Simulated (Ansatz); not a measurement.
F2GaHS (`[F][Ga]([F])[SH]`). Charge 0, multiplicity 1. Correlated methods include outer-core shells of Ga, which these sets cover unevenly. Scalar relativity is left out up to krypton.

```xyz
5

F    -1.749    1.231   -0.695
Ga   -0.542    0.126   -0.116
F    -1.145   -1.418    0.411
S     1.560    0.634   -0.052
H     1.875   -0.573    0.452
```

**Question.** Give the diagnostics of a CCSD(T)/def2-TZVPP run (frozen core, the Gaussian-basis code of Ansatz). (Estimate.)

**Answer.** The calculation gave: T1 = 0.0140, largest single amplitude 0.035, largest double 0.040, (T) share of the correlation energy 3.5 %, 9 CCSD cycles. The RHF solution is stable towards an unrestricted one. T1 lies under the customary mark of 0.02 for closed shells.
